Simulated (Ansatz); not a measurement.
Sn₂H₄⁺. Charge 1, multiplicity 4. Geometry B3LYP-D4/def2-TZVP; atoms count from 1.

```xyz
6

Sn   -1.632    0.272    0.317
Sn    1.633   -0.272   -0.311
H    -1.747    1.167   -1.162
H     1.736   -1.179    1.161
H     1.196   -1.066   -1.788
H    -1.187    1.078    1.784
```

In the def2 sets Sn takes a core potential; there is no spin–orbit coupling. At PBE0-D4/def2-TZVP a doublet of charge 1 lies 1.95 eV below the quartet, each at its own geometry. The structure comes from a short search, and lower isomers may exist.

**Question.** Estimate the Mulliken populations from the PBE0/def2-TZVP orbitals of Ansatz.

**Answer.** 
| atom | charge (e) | spin (α − β) |
| --- | --- | --- |
| Sn1 | 0.33 | 1.20 |
| Sn2 | 0.33 | 1.20 |
| H3 | 0.09 | 0.15 |
| H4 | 0.09 | 0.15 |
| H5 | 0.09 | 0.15 |
| H6 | 0.09 | 0.15 |
Mulliken values and Mayer orders depend strongly on the basis.

**Question.** Where does the spin sit?

**Answer.** Summed by element: Sn 2.40, H 0.60, of 3 unpaired in all. Largest on single atoms: Sn1 1.20, Sn2 1.20, H6 0.15.

**Question.** And the Mayer bond orders between bonded heavy atoms (over 0.3)?

**Answer.** Sn1–Sn2 0.55 (3.37 Å).
